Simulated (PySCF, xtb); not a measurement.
C₇H₉O, SMILES c1c(ccc(C)c1)[OH2+], charge +1.

Geometry optimised at PBE0-D3(BJ)/def2-SVP. The isomer is the one that the SMILES or the coordinates give; other isomers of the formula were not compared.

These are C-PCM-ωB97X/def2-SVP (PySCF) values and carry that method's errors.

The values are the electrostatic part of the solvation free energy, E(continuum) − E(gas) at the gas-phase geometry, in a cavity of scaled van der Waals radii (PySCF's table); cavitation and dispersion terms are not included. In vacuum the orbital gap is 11.02 eV.

| solvent | ε | ΔG(elec) (kcal/mol) | gap (eV) |
|---|---|---|---|
| water | 78.36 | -65.4 | 11.19 |
| chloroform | 4.71 | -51.7 | 11.16 |
| ethanol | 24.85 | -63.5 | 11.18 |

For comparison, GFN2-xTB/ALPB(water) (xtb, at the GFN2-xTB geometry, all terms of that model) gives -67.9 kcal/mol.
